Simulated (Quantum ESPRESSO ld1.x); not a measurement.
Q: Charge is removed step by step from the 4s down level of neutral scandium, starting from [Ar] 3d1 4s(up 1, down 1). Method: scalar-relativistic Kohn-Sham, LDA (Slater exchange, Perdew-Zunger correlation), spin-polarised, spherical densities, point nucleus; open shells are filled with parallel spins first; computed with ld1.x of Quantum ESPRESSO 7.5. At the starting occupation the eigenvalue is -4.155 eV. Estimate the energy to remove one whole electron from this level, the eigenvalue at the end, and how far E(n) bends from a straight line.

A: Delta-SCF 6.671 eV; final eigenvalue -9.015 eV; the deviation from the straight line is -0.630 eV at 0.5 electron removed, the largest on the grid computed. Slater's transition state (half an electron removed) gives 6.684 eV. Integrating minus the eigenvalue over the occupation (Janak's theorem) gives 6.670 eV. In this scalar-relativistic scheme the density is built from large components alone, so the theorem holds only approximately. The mean slope of the eigenvalue, de/dn, is 4.86 eV per electron. Ionisation energy of Sc in the NIST Atomic Spectra Database: 6.561 eV (measured).
